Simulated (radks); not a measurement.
Values are calculated unless marked as measured or tabulated.
Q: Species: Ta+. Configuration: [Xe] 4f14 5d3 6s1. Level of theory: scalar-relativistic Kohn-Sham, SCAN, spin-polarised, spherical densities, finite nucleus; open shells are filled with parallel spins first (spin-orbit coupling, left out, can overturn this in heavy ions); meta-GGA in the generalised Kohn-Sham scheme; Fermi nuclear charge, rms radius 5.3507 fm (a radial shooting solver on a logarithmic mesh with Libxc functionals). Some entries of the table are withheld. Estimate them.

orbital,occ.,eigenvalue (eV),<r^2> (bohr^2)
1s up,1,-67442.23,0.0004788
1s down,1,-67442.20,0.0004788
2s up,1,-11619.06,0.007370
2s down,1,-11618.97,0.007370
2p up,3,-10180.01,0.006083
2p down,3,-10179.92,0.006083
3s up,1,-2678.518,0.04785
3s down,1,-2678.511,0.04784
3p up,3,-2247.733,0.04861
3p down,3,-2247.716,0.04860
3d up,5,-1744.329,0.04043
3d down,5,-1744.267,0.04044
4s up,1,-557.0606,0.2373
4s down,1,-556.9485,0.2373
4p up,3,-415.0924,0.2701
4p down,3,-414.9804,0.2700
4d up,5,-232.7898,0.3173
4d down,5,-232.6221,0.3169
5s up,1,-81.4169,1.365
5s down,1,-80.7357,1.355
5p up,3,-47.5288,(1)
5p down,3,-46.3448,(2)
4f up,7,(3),0.5254
4f down,7,(4),0.5120
6s up,1,-13.0019,9.784
5d up,3,-11.4550,5.240

A: 
(1) 5p up <r^2> (bohr^2): 1.932
(2) 5p down <r^2> (bohr^2): 1.863
(3) 4f up eigenvalue (eV): -32.2905
(4) 4f down eigenvalue (eV): -31.8620
